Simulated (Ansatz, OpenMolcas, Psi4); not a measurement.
## How methods differ on C2H6Ga (SMILES C[Ga]C)

C2H6Ga: 9 atoms, total charge 0, spin state doublet. As SMILES, `C[Ga]C`. Geometry: relaxed at PBE0-D4/def2-TZVP.

```xyz
9

C    -1.2466    1.1630    0.1753
Ga    0.4566    0.3856    0.8730
C     1.2739   -1.1396   -0.1260
H    -2.0143    0.3825    0.1775
H    -1.0925    1.4797   -0.8611
H    -1.6027    2.0113    0.7582
H     2.2020   -1.4968    0.3182
H     1.4694   -0.8220   -1.1553
H     0.5541   -1.9637   -0.1597
```

Quantity: the energy change with the C3–H7 bond stretched from 1.089 to 2.396 Å, in eV. The values are calculated.

```
                                                                    level                    kind     program  value (eV)
                                         UHF/6-31G* (spherical functions)            Hartree–Fock      Ansatz        3.72
                                      USVWN5/6-31G* (spherical functions)                     LDA  OpenMolcas        4.58
                                    U-revPBE/6-31G* (spherical functions)                     GGA      Ansatz        4.36
                                       UTPSS/6-31G* (spherical functions)                meta-GGA  OpenMolcas        4.32
                                      UB3LYP/6-31G* (Cartesian functions)           global hybrid  OpenMolcas        4.47
                                      UHSE06/6-31G* (spherical functions)  range-separated hybrid        Psi4        4.51
UDSD-PBEP86/6-31G* (density fitting for correlation, spherical functions)           double hybrid        Psi4        4.94
                                        UMP2/6-31G* (spherical functions)     perturbation theory      Ansatz        4.46
                                    UBCCD(T)/6-31G* (spherical functions)   coupled cluster or CI      Ansatz        4.20
                                       UCCSD/6-31G* (spherical functions)   coupled cluster or CI      Ansatz        4.29
```

All-electron rows without a relativistic Hamiltonian named are non-relativistic. The first shape isn't each level's own minimum. The values span 3.72 to 4.94 eV. Spin contamination of the reference (⟨S²⟩ at least 0.1 too high) touches UHF/6-31G*, USVWN5/6-31G*, U-revPBE/6-31G*, UTPSS/6-31G*, UB3LYP/6-31G*, UHSE06/6-31G*, UMP2/6-31G*, UBCCD(T)/6-31G*, UCCSD/6-31G*. In the correlated wave-function rows the outer d shell of Ga is correlated, in sets not made for it.
